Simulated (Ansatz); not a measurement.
The cluster Li₉H₈⁺, relaxed as a singlet with RKS PBE-D4/def2-SVP in Ansatz, starting from the GFN1-xTB geometry. Force threshold 0.02 eV/Å.

Another isomer (singlet) lies 0.05 eV lower at PBE0-D4/def2-TZVP; other spin states weren't run for this one.

Start:

```xyz
17

Li    0.8618    2.3467   -1.6818
Li   -1.3775   -0.2015   -0.5449
Li    1.7396    0.3314   -0.0837
Li    0.0689   -0.2099    1.5702
Li   -2.4263   -3.1677   -0.8007
Li   -1.7236   -2.3600    1.6039
Li   -0.1720   -2.4992   -0.3495
Li    2.5626    2.8804   -0.0341
Li    0.1003    2.4580    0.5452
H    -1.6660   -0.6734    1.3210
H     2.4405    1.5049   -1.1904
H     1.1154    1.2878    1.4578
H    -1.3845   -3.6549    0.5376
H     1.0558    3.6787   -0.3816
H     0.9383   -1.3321    0.3344
H    -1.5629   -1.7967   -1.4219
H    -0.5703    1.4074   -0.8815
```

| step | energy (eV) | largest force component (eV/Å) | SCF passes |
| --- | --- | --- | --- |
| 1 | -1963.8053 | 0.594 | 14 |
| 2 | -1964.0823 | 0.214 | 15 |
| 3 | -1964.1923 | 0.172 | 15 |
| 4 | -1964.2283 | 0.111 | 16 |
| 5 | -1964.2882 | 0.043 | 15 |
| 6 | -1964.3027 | 0.101 | 15 |
| 7 | -1964.3141 | 0.050 | 15 |
| 8 | -1964.3178 | 0.025 | 17 |
| 9 | -1964.3185 | 0.015 | 17 |
| 10 | -1964.3186 | 0.014 | 11 |

Force components are those of the run's own axes.

End:

Cartesian coordinates in Å:
```
Li 0.8986 2.6389 -1.6782
Li -0.9701 -0.4031 -0.6949
Li 1.6182 0.3616 -0.6106
Li 0.5118 -0.3208 1.5957
Li -2.5305 -3.1796 -0.8514
Li -2.0438 -1.9238 1.7921
Li -0.1322 -2.7149 -0.2171
Li 2.2464 2.6900 0.4363
Li -0.2410 2.1492 0.5530
H -1.3029 -0.4023 1.3324
H 2.4422 1.8329 -1.1576
H 1.2537 1.2259 1.2201
H -1.7428 -3.3155 0.7589
H 0.6993 3.4962 -0.0880
H 0.8408 -1.2508 0.0636
H -1.3693 -2.0379 -1.4183
H -0.1784 1.1540 -1.0358
```

By distances, no bond broke or formed. The bond that changes most is Li3–H12, from 1.92 to 2.06 Å (atoms count from 1). A close non-bonded pair moves further: Li8–H12, from 2.62 to 1.93 Å.

The force fell under the threshold at step 9, but the optimiser went on. No frequencies were taken in this run, so the end may be a saddle point.

Run time 15 s (4 threads of Arm Neoverse V1 on a shared host).
